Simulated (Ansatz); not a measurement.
A structure relaxed at PBE0-D4/def2-SVPD in Ansatz, charge -1, singlet:

Cartesian coordinates in Å:
```
Os 0.0057 0.0052 -0.0043
O -0.1703 -0.2835 -1.7151
O -0.3789 1.6607 0.3868
O 1.6162 -0.3985 0.5291
N -1.0728 -0.9839 0.8035
```

**Question.** Give its formula, name or SMILES and point group.

**Answer.** [OsO3N]- (OsNO3⁻). Point group C3v (tolerance 0.1 Å).

**Question.** Summarise the bond lengths by kind (pairs closer than 1.2 times the sum of covalent radii, bridged metal pairs left out).

**Answer.** 3 × O–Os 1.74 Å; 1 × N–Os 1.67 Å. The metal has 4 neighbours: O 1.74 Å, O 1.74 Å, O 1.74 Å, N 1.67 Å.

In the def2 sets Os takes a core potential; there is no spin–orbit coupling. The restricted singlet is unstable towards broken spin symmetry in Hartree–Fock (as tested in another run); at PBE0-D4/def2-SVPD this wasn't settled.
